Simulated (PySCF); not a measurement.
Al(Cl)(GeH3)(Me) (CH6AlClGe), SMILES [CH3][Al]([Cl])[GeH3]. Coordinates come from a B3LYP-D3(BJ)/def2-SVP optimisation. The structure was generated by enumeration; whether it is a known compound was not checked.

Computed equilibrium geometry at B3LYP-D3(BJ)/def2-SVP (PySCF confirms it by a frequency run) as a Z-matrix:
```
Al
C 1 1.9496
H 2 1.1015 1 112.32
H 2 1.1031 3 108.74 1 -124.13
H 2 1.1054 3 107.57 4 -115.16
Cl 1 2.1246 2 118.21 3 17.71
Ge 1 2.4731 2 125.70 3 -163.43
H 7 1.5470 1 111.74 2 -120.09
H 7 1.5472 8 106.56 1 122.23
H 7 1.5476 8 106.98 9 114.12
```
Charge 0, spin multiplicity 1.
